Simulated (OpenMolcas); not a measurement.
Os6+.

```json
{
  "Program": "OpenMolcas 26.06",
  "Method": "RASSCF",
  "Basis": "ANO-RCC-VTZP [8s7p5d3f2g1h]",
  "Scalar Hamiltonian": "DKH2, point nucleus",
  "Active space": "8 electrons in 8 orbitals (RAS1 5p, at most 2 holes; RAS2 5d)",
  "State averaging": "2S+1 = 3 even, 10 roots; 2S+1 = 1 even, 15 roots",
  "Spin-orbit coupling": "RASSI with atomic mean-field integrals over the reference wave functions, term energies averaged over their components"
}
```

Levels without dynamic correlation, in cm-1 above 5d2 3F2:

```json
{"Level": "5d2 3P0", "E": "17321"}
{"Level": "5d2 1G4", "E": "34785"}
{"Level": "5d2 1S0", "E": "60847"}
```

On this reference, SS-RASPT2, IPEA 0.25 Eh, imaginary shift 0.1 Eh (closed shells correlated: 5s) puts 5d2 3P0 at 16510 cm-1.

Question: Estimate the other levels at that method by one scale factor, and say how well it serves.

Answer: The factor is 16510 / 17321 = 0.953. Scaled values beside those that SS-RASPT2 gives and measured ones (van het Hof, Joshi, Wyart and Sugar, J. Res. Natl. Inst. Stand. Technol. 100, 687 (1995)):
```tsv
Level	Scaled	SS-RASPT2	Miss (%)	Measured
5d2 1G4	33150	32870	+0.9	31274
5d2 1S0	57987	59220	-2.1	57710
```
For these levels the scaled values miss SS-RASPT2 by up to 2.1 %, so one factor serves here. This holds within one configuration; levels of others move differently, and the target method has errors of its own against measurement.

CASPT2 breaks the degeneracy within a term, and the mean is taken; among the terms shown or strongly mixed into the levels shown the widest spread is 290 cm-1 (5d2 1G, SS-RASPT2). Active for correlation alone: 5p; no level in the range computed is led by a configuration that opens it, so any true level of that kind is missing. Without dynamic correlation excited terms often stand tens of per cent too high (terms of higher spin than the ground term too low), and those without a measured partner can miss by more than the paired ones (holds for RASSCF). Measured partners are found by configuration, term and J. A level has none where our copy of the source lacks it or the pairing is in doubt (some pairs that miss far off the trend of their configuration count as doubtful), and it then counts in no deviation. Levels of configurations outside the active space are missing.
